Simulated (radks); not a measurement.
Valence configurations of Pt I (all share [Xe]). Calculated with a radial shooting solver on a logarithmic mesh with Libxc functionals: non-relativistic Kohn-Sham, r2SCAN, spin-unpolarised, spherical densities, point nucleus; meta-GGA in the generalised Kohn-Sham scheme; relativity is left out, which matters for an element this heavy. Energies are relative to 4f14 5d9 6s1; eigenvalues in eV.

valence                   E (eV)    e(4f)    e(5d)   e(6p)   e(6s)
4f14 5d9 6s1               0.000  -83.130   -7.439       -  -4.001
4f14 5d9 6s0.5 6p0.5       1.683  -84.068   -8.376  -1.169  -4.542
4f14 5d9 6p1               3.388  -84.892   -9.190  -1.573       -
4f14 5d8.5 6s0.5 6p1       5.664  -86.757  -10.494  -1.789  -5.562
4f13.5 5d9 6s0.5 6p1      45.090  -92.547  -11.091  -1.782  -5.575
4f14 5d8 6s2               4.185  -87.122  -10.311       -  -5.331
4f14 5d8 6s1 6p1           8.313  -88.691  -11.827  -2.038  -6.159
4f13 5d9 6s2              86.215  -98.841  -11.539       -  -5.342
4f13.5 5d9.5 6s0.5 6p0.5  40.824  -89.783   -8.899  -1.155  -4.533
4f13.5 5d9 6s1 6p0.5      43.204  -91.734  -10.293  -1.387  -5.148

NIST lists [Xe] 4f14 5d9 6s1 as the ground configuration; this level of theory agrees among the configurations tried. The energies are those of spherical spin-averaged densities, not of single terms. Relativity is left out, which favours d and f over s occupation in heavy atoms.
